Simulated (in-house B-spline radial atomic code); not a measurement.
Spin-orbit splittings of orbital energies (j = l + 1/2 less j = l - 1/2) and ratios of mean radii (lower j over upper j) along the 14-electron series, configuration [Ne] 3s2 3p2. Computed with a B-spline radial code for spherical atoms: Dirac-Hartree-Fock, average of the configuration, finite nuclei.

```tsv
ion	Z	splitting of 3p (eV)	radius ratio of 3p	splitting of 2p (eV)	radius ratio of 2p
Ca6+	20	0.52927	0.99592	3.8238	0.99264
Sc7+	21	0.71124	0.99554	4.8057	0.99193
Ti8+	22	0.93414	0.99514	5.9678	0.99117
V9+	23	1.2036	0.99471	7.3315	0.99037
Cr10+	24	1.5255	0.99426	8.9193	0.98953
Mn11+	25	1.9062	0.99378	10.755	0.98866
Fe12+	26	2.3525	0.99328	12.864	0.98775
Co13+	27	2.8715	0.99276	15.273	0.98679
Ni14+	28	3.4707	0.99222	18.011	0.9858
Cu15+	29	4.1582	0.99166	21.106	0.98477
Zn16+	30	4.9424	0.99107	24.589	0.9837
Ga17+	31	5.832	0.99046	28.493	0.98259
Ge18+	32	6.8364	0.98982	32.853	0.98144
As19+	33	7.9652	0.98917	37.704	0.98025
Se20+	34	9.2288	0.98849	43.082	0.97902
Br21+	35	10.638	0.98779	49.028	0.97775
Kr22+	36	12.203	0.98706	55.582	0.97644
Rb23+	37	13.937	0.98631	62.785	0.97508
Sr24+	38	15.852	0.98554	70.684	0.97369
Zr26+	40	20.274	0.98392	88.75	0.97077
Nb27+	41	22.809	0.98307	99.017	0.96925
```

(1) With what power of Z does the column «splitting of 2p (eV)» change over this range?

Results:

(1) A fit of the logarithm of its size against log Z from Z = 20 to 41 has slope 4.52. An unscreened hydrogenic electron would give 4 at low Z; screening makes the apparent power larger near the neutral end, and relativity raises it again at high Z.
